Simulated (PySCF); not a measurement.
C₅H₉N, SMILES NC[C@H](C)C#C.

The structure is a stationary point at PBE0-D3(BJ)/def2-SVP. The structure was generated by enumeration; whether it is a known compound was not checked. The values are those of a single conformer.

Method: TDA-PBE/def2-SVPD in PySCF 2.14.0.

Vertical excitations. 

Computed lowest excited states:
| state | energy (eV) | λ (nm) | f | main pairs |
|---|---|---|---|---|
| S1 | 5.31 | 233 | 0.001 | HOMO→LUMO 99 % |
| S2 | 5.61 | 221 | 0.001 | HOMO→LUMO+1 99 % |
| S3 | 5.72 | 217 | 0.005 | HOMO→LUMO+2 99 % |
| S4 | 6.38 | 194 | 0.001 | HOMO−1→LUMO 39 %, HOMO→LUMO+3 36 %, HOMO−2→LUMO 18 % |
| S5 | 6.39 | 194 | 0.015 | HOMO→LUMO+3 47 %, HOMO−1→LUMO 25 %, HOMO→LUMO+4 14 %, HOMO−2→LUMO 12 % |
| S6 | 6.44 | 192 | 0.011 | HOMO→LUMO+4 80 %, HOMO→LUMO+3 16 % |
| S7 | 6.51 | 191 | 0.020 | HOMO−2→LUMO 56 %, HOMO−1→LUMO 20 %, HOMO−1→LUMO+2 8 % |
| S8 | 6.62 | 187 | 0.022 | HOMO→LUMO+5 98 % |
| S9 | 6.70 | 185 | 0.020 | HOMO−1→LUMO+1 42 %, HOMO−1→LUMO+2 26 %, HOMO−2→LUMO+1 22 %, HOMO−2→LUMO+2 7 % |
| S10 | 6.81 | 182 | 0.013 | HOMO−1→LUMO+2 52 %, HOMO−2→LUMO+1 29 %, HOMO−1→LUMO+1 8 % |
| T1 | 5.21 | 238 | 0 | HOMO→LUMO 91 % |
| T2 | 5.37 | 231 | 0 | HOMO−1→LUMO 19 %, HOMO−1→LUMO+1 17 %, HOMO−2→LUMO+1 16 %, HOMO−2→LUMO 10 % |
| T3 | 5.54 | 224 | 0 | HOMO→LUMO+1 69 %, HOMO→LUMO+2 24 % |
| T4 | 5.61 | 221 | 0 | HOMO→LUMO+2 64 %, HOMO→LUMO+1 18 % |
Triplets are in the Tamm–Dancoff approximation.
